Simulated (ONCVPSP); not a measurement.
Before and after: ONCV potential for chromium (Cr)

* Element: Cr (Z = 24)
* Generator: ONCVPSP 4.0.1
* Type: optimised norm-conserving Vanderbilt (ONCV)
* Functional: LDA (Perdew-Zunger)
* Relativity: scalar-relativistic
* Frozen core: [Ne]
* Valence charge: 14
* Reference configuration: 3s2 3p6 3d4 (charge +2)
* Partial waves: 3s: rc 1.50 bohr, ncon 4, nbas 7, qcut 7.8 1/bohr, 3 projectors, debl 2.9 Ha; 3p: rc 1.50 bohr, ncon 4, nbas 8, qcut 9 1/bohr, 1 projector; 3d: rc 1.70 bohr, ncon 4, nbas 8, qcut 9.5 1/bohr, 1 projector
* Local potential: polynomial inside 1.10 bohr (lpopt 1, dvloc0 2 Ha)
* Core correction: none

In the s channel the program set the typed energies aside and used -3.483, 0.250, 3.150 Ha.

Change: p: rc 2.18.

Cutoffs: the cutoffs (Ha) at which the residual kinetic energy of the hardest occupied pseudo-wave falls to 1 and 0.1 mHa per electron; they do not see the model core or the augmentation charge, which bear on the density cutoff. Errors are all-electron minus pseudo energies relative to the spin-unpolarised reference configuration.

Q: How do hardness, ghosts and transferability respond?

A: The potential gets neither clearly harder nor softer (34 Ha and 38 Ha → 34 Ha and 38 Ha); the d channel sets the loose cutoff, while the largest relative change is in p, which becomes softer; of the 4 tests that both files solve, the error grows in 1 and shrinks in 2 by more than 15 % and 0.3 meV (median size 6.3 → 7.5 meV); neither file shows a bound ghost.

| quantity | base | changed |
| --- | --- | --- |
| cutoff, loose | 34 Ha | 34 Ha |
| cutoff, tight | 38 Ha | 38 Ha |
| loose cutoff by channel | s 21 Ha, p 26 Ha, d 34 Ha | s 21 Ha, p 20 Ha, d 34 Ha |
| bound ghosts | none | none |
| GHOST(+) flags under 300 eV | s at 257.6 eV | s at 257.6 eV |
| error for 3s2 3p6 3d5 4s1, meV [ΔE -23.48 eV] | -6.5 | -8.9 |
| error for 3s2 3p6 3d5, meV [ΔE -16.34 eV] | +2.6 | -1.2 |
| error for 3s2 3p6 3d3, meV [ΔE 31.03 eV] | +58 | +46 |
| error for 3s2 3p6 3d4 4s2, meV [ΔE -23.54 eV] | +6.2 | +6.1 |
| s: phases at 1.52 bohr within 0.05 rad from the reference energy up to (Ha; the scan ends near 5) | to the end of the scan | to the end of the scan |
| d: phases at 1.72 bohr within 0.05 rad from the reference energy up to (Ha; the scan ends near 5) | 0.4 | 0.4 |
